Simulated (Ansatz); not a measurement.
Two isomers of C2H7GeN: A = `C/C=[N]\[GeH3]`, B = `C=C[NH][GeH3]`.

Isolated molecules relaxed with PBE0-D4/def2-TZVP in Ansatz; ΔE leaves out vibrations. CCSD(T)/CBS is the MP2 limit (def2-TZVPP, def2-QZVPP) plus CCSD(T) − MP2 in def2-TZVPP, frozen cores. Functionals use def2-TZVPP. B3LYP here is the variant with VWN-RPA as its local correlation; programs differ in this. For Ge outer-core shells are correlated without core-valence functions, which leaves a few kJ/mol of doubt a bond. Scalar relativity is left out up to krypton. One conformer a species, not always the lowest.

A:

```xyz
11

C     0.4227    1.4537   -0.0081
C     1.1344    0.2046    0.4060
N     0.7360   -0.9911    0.3934
Ge   -0.9616   -1.4857   -0.1923
H     0.3670    2.1453    0.8386
H     0.9939    1.9629   -0.7906
H    -0.5873    1.2644   -0.3751
H     2.1579    0.3820    0.7729
H    -1.1627   -1.1213   -1.6772
H    -2.0627   -0.8087    0.6493
H    -1.0375   -3.0062   -0.0169
```

B:

```xyz
11

C    -1.840   -0.865    0.785
C    -0.838   -0.032    0.499
N     0.438   -0.375    0.107
Ge    1.565    0.774   -0.786
H    -1.736   -1.941    0.696
H    -2.787   -0.477    1.131
H    -0.992    1.041    0.602
H     0.583   -1.366   -0.017
H     1.159    0.964   -2.262
H     2.967    0.157   -0.703
H     1.482    2.120   -0.053
```

(1) Which is lower in electronic energy at CCSD(T)/CBS, and by how much? (Best estimate.)

(2) Give E(B) − E(A) in kJ/mol with CCSD/def2-TZVPP, r2SCAN-D4, PBE-D4, B3LYP-D4, B3LYP, ωB97M-V, B2PLYP. (An estimate is asked.)

Largest T1 diagnostic: 0.013.

## Answers

(1) The calculation gave: B, by 2.2 kJ/mol.

(2) The calculation gave: CCSD/def2-TZVPP -1.3, r2SCAN-D4 -4.1, PBE-D4 -3.0, B3LYP-D4 -3.9, B3LYP -5.3, ωB97M-V -3.3, B2PLYP -3.4. None reverses the order clearly.
